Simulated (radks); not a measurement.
Results of a calculation; reference values are marked as such.
All-electron atom: Ta XVIII in [Kr] 4d10 4f10.

Code: a radial shooting solver on a logarithmic mesh with Libxc functionals. Model: Dirac Kohn-Sham, exchange-only PBE, spin-unpolarised, spherical densities, finite nucleus; open shells fill j = l - 1/2 first; Fermi nuclear charge, rms radius 5.3507 fm.

Energy parts (Ry):
| part | energy |
|---|---|
| total | -31029.3145 |
| kinetic | 34843.8509 |
| electron-nucleus | -75726.8258 |
| Hartree | 10451.8590 |
| exchange | -598.1987 |

Orbitals (lengths in bohr, moments of r in powers of bohr; <r^-3> diverges for s and p1/2; r(max) is where P^2 peaks):
orbital  occ.  eigenvalue (Ry)  <r^-3>   r(max)       <r^4>      <r>  small-component weight
1s1/2       2        -4972.910       -  0.01168   6.209e-07  0.01867                7.56e-02
2s1/2       2        -878.2042       -  0.06705  0.00009339  0.07834                1.71e-02
2p1/2       2        -840.8009       -  0.04992  0.00005637  0.06486                1.72e-02
2p3/2       4        -747.4166   15580  0.05665  0.00008120  0.07271                1.55e-02
3s1/2       2        -223.6694       -   0.1889    0.003455   0.2042                5.61e-03
3p1/2       2        -207.0102       -   0.1769    0.003055   0.1941                5.56e-03
3p3/2       4        -186.8849    3508   0.1908    0.004001   0.2087                5.09e-03
3d3/2       4        -158.7002   605.1   0.1496    0.002728   0.1828                4.98e-03
3d5/2       6        -154.3149   517.1   0.1534    0.002962   0.1873                4.85e-03
4s1/2       2        -67.96598       -   0.4272     0.07717   0.4531                1.89e-03
4p1/2       2        -61.04718       -   0.4268     0.08313   0.4572                1.81e-03
4p3/2       4        -56.23660   843.1   0.4550      0.1066   0.4875                1.64e-03
4d3/2       4        -44.79584   130.2   0.4502      0.1269   0.4980                1.47e-03
4d5/2       6        -43.87959   109.5   0.4589      0.1364   0.5076                1.42e-03
4f5/2       6        -29.40608   22.63   0.4171      0.1972   0.5288                1.12e-03
4f7/2       4        -29.21548   21.77   0.4210      0.2035   0.5335                1.11e-03

The highest occupied level is 4f7/2 at -397.50 eV. Summed over all electrons, <r^2> = 9.103 bohr^2, which gives a Langevin (diamagnetic) susceptibility term of -7.21 x 10^-6 cm^3/mol.
